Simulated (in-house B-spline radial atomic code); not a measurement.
# RPA and G0W0 on CAM-B3LYP: the iodine ion I⁶⁺

Configuration [Kr] 4d10 5s1, highest spin, mean-field start CAM-B3LYP. Computed with an all-electron radial atomic-structure program (B-spline basis): all electrons, scalar-relativistic (spin-free one-electron X2C), finite nucleus, each spin shell either full or empty, empty states to l = 9 with an (l + 1/2)⁻⁴ tail; G0W0 by contour deformation at full frequency.

Command:
```bash
python run_gw.py task.json out
```
Settings (radii: box in bohr, nucleus in fm):
```
Z                        53
electrons                47
configuration            [Kr] 4d10 5s1
hamiltonian              x2c
method                   camb3lyp
lmax                     9
rms_radius               4.75
spin_polarised           True
box_radius               9.29
intervals                66
ion_configuration        [Kr] 4d10
```

Time taken, with all properties: 13 s on 1 thread of Arm Neoverse N1, on a shared host.

Energies (hartree):

```tsv
term	value
mean-field total	-7107.77239
Hartree-Fock functional on these orbitals	-7104.70661
direct second order	-4.1426
second-order exchange	1.1472
SOSEX correction	1.0815
```

Q: What is the RPA correlation energy, and what remains with SOSEX?

A: RPA gives -3.7126 hartree (-2.15 eV per electron); RPA + SOSEX gives -2.6311, and the second-order doubles -2.9953 hartree (no singles). SOSEX takes back 29 % of the RPA value.

Quasi-particle levels (eV):

| level | occupied | mean field | Σx - vxc | Σc | QP weight | G0W0 |
| --- | --- | --- | --- | --- | --- | --- |
| 5s up | yes | -85.33 | -0.87 | ? | ? | ? |
| 4d down | yes | -128.32 | -7.43 | 0.24 | 0.962 | -135.50 |
| 5s down | no | -78.13 | 6.20 | -2.83 | 0.969 | -74.76 |

G0W0 = mean field + (Σx - vxc) + Σc, with Σc (partial-wave tail included) taken at the quasi-particle energy. Only the outer levels were computed. Levels of low weight are left out.

Q: Where does G0W0 put 5s up?

A: At -88.41 eV, with Σc = -2.21 eV and a quasi-particle weight of 0.977. The tabulated removal energy is 87.61 ± 0.06 eV (NIST, semi-empirical); the calculation leaves out spin-orbit coupling, Breit and QED terms, and what these don't explain is the method's own error.

Q: What does it cost to remove one electron (to [Kr] 4d10) by differences of total energies, each species on its own start (correlation terms add to the Hartree-Fock functional)?

A: CAM-B3LYP 88.57 eV, Hartree-Fock functional 85.94 eV, + RPA 88.10 eV, + RPA + SOSEX 87.46 eV, + second order 88.32 eV. Tabulated: 87.61 ± 0.06 eV (NIST, semi-empirical); the calculation leaves out spin-orbit coupling, Breit and QED terms, and what these don't explain is the method's own error.
